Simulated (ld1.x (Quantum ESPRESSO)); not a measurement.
## An all-electron radial function and its pseudo partner (N)

Columns: radius, all-electron u(r) and pseudo u(r) of the 2p shell (level -7.09 eV) of nitrogen in the configuration [He] 2s2 2p3; PBE, scalar-relativistic, RRKJ scheme, ld1.x (Quantum ESPRESSO) 7.5.

| r (bohr) | all-electron | pseudo |
| --- | --- | --- |
| 0.120 | 0.0983 | 0.0255 |
| 0.240 | 0.2734 | 0.0985 |
| 0.360 | 0.4406 | 0.2095 |
| 0.480 | 0.5741 | 0.3444 |
| 0.600 | 0.6712 | 0.4866 |
| 0.720 | 0.7348 | 0.6198 |
| 0.840 | 0.7693 | 0.7303 |
| 0.960 | 0.7808 | 0.8087 |
| 1.080 | 0.7750 | 0.8510 |
| 1.200 | 0.7568 | 0.8582 |
| 1.320 | 0.7301 | 0.8357 |
| 1.440 | 0.6979 | 0.7918 |
| 1.560 | 0.6624 | 0.7356 |
| 1.680 | 0.6252 | 0.6752 |
| 1.800 | 0.5875 | 0.6171 |
| 1.920 | 0.5502 | 0.5647 |
| 2.040 | 0.5137 | 0.5193 |
| 2.160 | 0.4786 | 0.4800 |
| 2.280 | 0.4451 | 0.4452 |
| 2.400 | 0.4132 | 0.4132 |
| 2.520 | 0.3832 | 0.3832 |
| 2.640 | 0.3550 | 0.3550 |
| 2.760 | 0.3286 | 0.3286 |
| 2.880 | 0.3040 | 0.3040 |
| 3.000 | 0.2810 | 0.2810 |
| 3.120 | 0.2596 | 0.2596 |

Task: How many radial nodes do the two functions have?

Result: The all-electron 2p function has n − l − 1 = 0; the pseudo-wave has 0.

Task: At about which radius was the pseudo-wave matched?

Result: 2.40 bohr, where the columns begin to agree (steps of 0.12 bohr).

Task: Where does each function peak?

Result: Outermost all-electron maximum near 0.96 bohr, pseudo maximum near 1.20 bohr (to the table’s step).

Task: Is the pseudo-wave norm-conserving?

Result: Yes: the RRKJ scheme keeps the norm inside the radius equal to the all-electron one, which fixes the energy derivative of the logarithmic derivative at the level.
